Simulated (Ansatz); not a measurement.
dimethylsulfoxide (C₂H₆OS), singlet, geometry from GFN2-xTB, atoms displaced at random by about 0.05 Å a coordinate; Ansatz (an electronic-structure program) with B3LYP/6-31G**.

The Ansatz input:
Ansatz 0.2 input:
```yaml
crystal:
  periodic: [false, false, false]
  atoms:
    - {symbol: S, position_ang: [-0.07761870, 0.17540127, -0.39310885]}
    - {symbol: O, position_ang: [0.02051716, 1.51453016, 0.34251326]}
    - {symbol: C, position_ang: [1.42870049, -0.75270189, 0.10245871]}
    - {symbol: C, position_ang: [-1.36293923, -0.82717289, 0.23946911]}
    - {symbol: H, position_ang: [1.26390690, -0.91225471, 1.28581383]}
    - {symbol: H, position_ang: [-2.31273096, -0.29893834, -0.02910907]}
    - {symbol: H, position_ang: [1.39385263, -1.76726098, -0.40587718]}
    - {symbol: H, position_ang: [2.25161885, -0.36863761, -0.18299615]}
    - {symbol: H, position_ang: [-1.35408683, -1.82933524, -0.32350612]}
    - {symbol: H, position_ang: [-1.25338613, -0.81109213, 1.30524365]}
basis:
  gaussian:
    orbitals: 6-31G__.json
hamiltonian:
  xc: b3lyp
relax: {f_tol: 0.05}
```
The basis file holds 6-31G** in the JSON format of the Basis Set Exchange.

What the program printed (banner, timings and long lists left out):

```
Functional definition: B3LYP
979 factors; integrals over basis functions are off by at most 3.4e-4 eV
mean field evaluation 1: about -15042.6763 eV, gradient 6.9e1 eV
mean field evaluation 2: about -15015.6552 eV, gradient 1.3e2 eV
mean field evaluation 4: about -15052.0653 eV, gradient 5.8e0 eV
mean field evaluation 8: about -15052.1596 eV, gradient 5.3e-1 eV
mean field evaluation 16: about -15052.1603 eV, gradient 1.2e-5 eV
mean field -15052.16029738 eV, -553.1566882079 hartree, gradient 1.2e-5 eV, S^2 0.000000; 0 other end points of the search recorded, 0 dependent functions left out
the calculation of the forces begins
reference -15052.16048470 eV, -553.1566950919 hartree; 21, 21 occupied and 73, 73 virtual orbitals, 979 factors
relax step   1: F+E_penalty+E_count = -15052.16029738 eV  Δ(F+E_penalty+E_count) = +0.000e0 eV  max|allowed force component| = 7.610e0 eV/Å  Δτ_max = 0.0000 Å  (28 SCF iters, accepted)
these checks for a lower state are left out or cut short: starts, cluster_reference, orbital_swaps, neighbouring_geometries, increment
979 factors; integrals over basis functions are off by at most 3.8e-4 eV
mean field -15053.05559849 eV, -553.1895899168 hartree, gradient 1.1e-5 eV, S^2 0.000000; 0 other end points of the search recorded, 0 dependent functions left out
the calculation of the forces begins
reference -15053.05578531 eV, -553.1895967824 hartree; 21, 21 occupied and 73, 73 virtual orbitals, 979 factors
relax step   2: F+E_penalty+E_count = -15053.05559849 eV  Δ(F+E_penalty+E_count) = -8.953e-1 eV  max|allowed force component| = 1.603e0 eV/Å  Δτ_max = 0.1558 Å  (30 SCF iters, accepted)
these checks for a lower state are left out or cut short: starts, cluster_reference, orbital_swaps, neighbouring_geometries, increment
979 factors; integrals over basis functions are off by at most 3.8e-4 eV
mean field -15053.17245324 eV, -553.1938842497 hartree, gradient 9.8e-6 eV, S^2 0.000000; 0 other end points of the search recorded, 0 dependent functions left out
the calculation of the forces begins
reference -15053.17263913 eV, -553.1938910810 hartree; 21, 21 occupied and 73, 73 virtual orbitals, 979 factors
relax step   3: F+E_penalty+E_count = -15053.17245324 eV  Δ(F+E_penalty+E_count) = -1.169e-1 eV  max|allowed force component| = 8.941e-1 eV/Å  Δτ_max = 0.1205 Å  (30 SCF iters, accepted)
these checks for a lower state are left out or cut short: starts, cluster_reference, orbital_swaps, neighbouring_geometries, increment
979 factors; integrals over basis functions are off by at most 3.8e-4 eV
mean field evaluation 32: about -15053.0511 eV, gradient 5.3e0 eV
mean field -15053.20423940 eV, -553.1950523696 hartree, gradient 2.1e-5 eV, S^2 0.000000; 0 other end points of the search recorded, 0 dependent functions left out
the calculation of the forces begins
reference -15053.20442513 eV, -553.1950591952 hartree; 21, 21 occupied and 73, 73 virtual orbitals, 979 factors
relax step   4: F+E_penalty+E_count = -15053.20423940 eV  Δ(F+E_penalty+E_count) = -3.179e-2 eV  max|allowed force component| = 3.727e-1 eV/Å  Δτ_max = 0.1043 Å  (28 SCF iters, accepted)
these checks for a lower state are left out or cut short: starts, cluster_reference, orbital_swaps, neighbouring_geometries, increment
979 factors; integrals over basis functions are off by at most 3.8e-4 eV
mean field -15053.21553737 eV, -553.1954675624 hartree, gradient 1.8e-5 eV, S^2 0.000000; 0 other end points of the search recorded, 0 dependent functions left out
the calculation of the forces begins
reference -15053.21572304 eV, -553.1954743855 hartree; 21, 21 occupied and 73, 73 virtual orbitals, 979 factors
relax step   5: F+E_penalty+E_count = -15053.21553737 eV  Δ(F+E_penalty+E_count) = -1.130e-2 eV  max|allowed force component| = 1.500e-1 eV/Å  Δτ_max = 0.0268 Å  (29 SCF iters, accepted)
these checks for a lower state are left out or cut short: starts, cluster_reference, orbital_swaps, neighbouring_geometries, increment
979 factors; integrals over basis functions are off by at most 3.8e-4 eV
mean field -15053.21651181 eV, -553.1955033726 hartree, gradient 9.3e-6 eV, S^2 0.000000; 0 other end points of the search recorded, 0 dependent functions left out
the calculation of the forces begins
reference -15053.21669747 eV, -553.1955101953 hartree; 21, 21 occupied and 73, 73 virtual orbitals, 979 factors
relax step   6: F+E_penalty+E_count = -15053.21651181 eV  Δ(F+E_penalty+E_count) = -9.744e-4 eV  max|allowed force component| = 3.182e-2 eV/Å  Δτ_max = 0.0114 Å  (24 SCF iters, accepted)
979 factors; integrals over basis functions are off by at most 3.8e-4 eV
mean field evaluation 64: about -15053.2165 eV, gradient 2.9e-3 eV
mean field -15053.21651181 eV, -553.1955033726 hartree, gradient 9.3e-6 eV, S^2 0.000000; 1 other end points of the search recorded, 0 dependent functions left out
the calculation of the forces begins
reference -15053.21669747 eV, -553.1955101953 hartree; 21, 21 occupied and 73, 73 virtual orbitals, 979 factors
Total energy: -15053.21669747 eV, -553.1955101953 hartree
Atom 0 at    -0.020732     0.245464    -0.463245 Å, force    -0.005327    -0.028204     0.007701 eV/Å
Atom 1 at     0.003317     1.521313     0.346200 Å, force     0.003423     0.010619     0.003715 eV/Å
Atom 2 at     1.359447    -0.812919     0.128505 Å, force    -0.000016     0.025826    -0.026611 eV/Å
Atom 3 at    -1.362180    -0.813314     0.211659 Å, force     0.023422     0.021993    -0.031821 eV/Å
Atom 4 at     1.307127    -0.901992     1.216187 Å, force     0.005833    -0.006683     0.010762 eV/Å
Atom 5 at    -2.305092    -0.314993    -0.019651 Å, force    -0.012740    -0.009353     0.012744 eV/Å
Atom 6 at     1.305611    -1.794166    -0.350551 Å, force     0.005493    -0.001429     0.004538 eV/Å
Atom 7 at     2.286514    -0.311810    -0.155377 Å, force     0.009433    -0.005397     0.008426 eV/Å
Atom 8 at    -1.331395    -1.795460    -0.267490 Å, force    -0.018504    -0.004488     0.006139 eV/Å
Atom 9 at    -1.244783    -0.899586     1.294662 Å, force    -0.011016    -0.002884     0.004405 eV/Å
Dipole moment:    -0.002666    -0.811324    -0.103562 e Å
```
